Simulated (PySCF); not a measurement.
## Computed properties of Cl₄H₂Si₂, SMILES Cl[SiH2][Si](Cl)(Cl)Cl

Cl4H2Si2, SMILES Cl[SiH2][Si](Cl)(Cl)Cl. The structure is a stationary point at ωB97X-D3(BJ)/def2-SVP. One conformer was computed; it need not be the lowest. All values are computed for the isolated molecule unless a solvent is named; none is compared with measurement here.

**Structure.** The optimised structure has Cs symmetry. All 18 harmonic modes at ωB97X-D3(BJ)/def2-SVP (PySCF) are real, so it is a minimum. With heavy atoms numbered as in [SiH2:1]([Cl:2])[Si:3]([Cl:4])([Cl:5])[Cl:6], the shortest bond between them is Si3–Cl5 at 2.046 Å and the longest Si1–Si3 at 2.312 Å.

**Vibrations.** The strongest infrared lines (harmonic, unscaled, degenerate partners summed) lie at 841 cm⁻¹ (191 km/mol, H 83 %, Si 16 %), 630 cm⁻¹ (161 km/mol, Si 67 %, Cl 32 %), 629 cm⁻¹ (111 km/mol, Si 61 %, Cl 30 %, H 9 %). The softest mode is at 33 cm⁻¹ and the zero-point energy is 16.1 kcal/mol.

**Electronic structure.** HF/def2-TZVP (PySCF) places the frontier levels at -11.38 and 2.26 eV, a gap of 13.64 eV, and gives a dipole moment of 1.54 D and a mean polarisability of 89.2 bohr³. PBE/def2-TZVP (PySCF) at the same geometry gives -7.28 and -2.01 eV, so its gap is 8.37 eV narrower. An orbital gap is neither the optical nor the fundamental gap.

**Excitations.** TDA-B3LYP/def2-SVPD (PySCF) has S1 at 6.07 eV (204 nm, f = 0.025, weak); the most intense of the 10 singlets computed lies at 6.68 eV (f = 0.14). T1 (TDA) is at 5.46 eV, 0.61 eV under S1. TDA-PBE/def2-SVPD (PySCF) puts S1 at 5.60 eV. No vertical singlet excitation falls in the visible range (under 3.1 eV).

**NMR.** GIAO shifts at PBE0/pcSseg-1 (PySCF) (non-relativistic, atoms alike by connectivity averaged): ¹H at 5.3 ppm against TMS; ²⁹Si from -26.6 to 36.1 ppm against TMS. Without spin–orbit terms, shifts of atoms bonded to Cl or Br come out too high.
